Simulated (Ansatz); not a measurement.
`O[CH]1[NH][GeH2]1` and `S[CH]1[NH][GeH2]1` differ in one atom or group.

Ansatz, PBE0-D4/def2-TZVP geometries, multiplicity 1. Each molecule was computed in one conformer, which needn't be the lowest.

Scalar relativity is left out up to krypton.

| property | `O[CH]1[NH][GeH2]1` |
| --- | --- |
| HOMO energy (ωB97M-V/def2-TZVPP) / eV | -8.09 |
| HOMO–LUMO gap (B3LYP/def2-TZVPP) / eV | 4.75 |
| LUMO energy (PBE0/def2-TZVPP) / eV | -0.92 |
| LUMO energy (B3LYP/def2-TZVPP) / eV | -1.16 |
| HOMO–LUMO gap (PBE/def2-TZVPP) / eV | 3.27 |
| HOMO–LUMO gap (PBE0/def2-TZVPP) / eV | 5.13 |

Question: What does the change do to each property? (An estimate is asked.)

Answer: The calculation gave: 
| property | `S[CH]1[NH][GeH2]1` | shift |
| --- | --- | --- |
| HOMO energy (ωB97M-V/def2-TZVPP) / eV | -8.37 | -0.28 |
| HOMO–LUMO gap (B3LYP/def2-TZVPP) / eV | 5.29 | 0.54 |
| LUMO energy (PBE0/def2-TZVPP) / eV | -0.55 | 0.37 |
| LUMO energy (B3LYP/def2-TZVPP) / eV | -0.79 | 0.37 |
| HOMO–LUMO gap (PBE/def2-TZVPP) / eV | 3.84 | 0.57 |
| HOMO–LUMO gap (PBE0/def2-TZVPP) / eV | 5.73 | 0.60 |

With PBE0 the HOMO falls by 0.22 eV and the LUMO rises by 0.37 eV, so the gap widens by about 0.59 eV. PBE moves the HOMO by -0.10 eV and ωB97M-V by -0.28 eV.

B3LYP here is the variant with VWN-RPA as its local correlation; programs differ in this.
